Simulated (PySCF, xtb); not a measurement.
C₃H₈Si₂, SMILES C=C1C[SiH2][SiH2]1.

GFN2-xTB (xtb) at its own geometry gives an orbital gap of 3.50 eV and a dipole moment of 0.81 D.

Geometry optimised at B3LYP-D3(BJ)/def2-SVP. This is a generated structure with no PubChem entry under its InChIKey; it may be hypothetical.

**Question.** What does B3LYP/def2-TZVP (PySCF) give? (An estimate is asked for; the answer gives what the named calculation found.)

**Answer.** gap 6.18 eV (levels -7.07 and -0.89 eV), dipole 0.37 D.
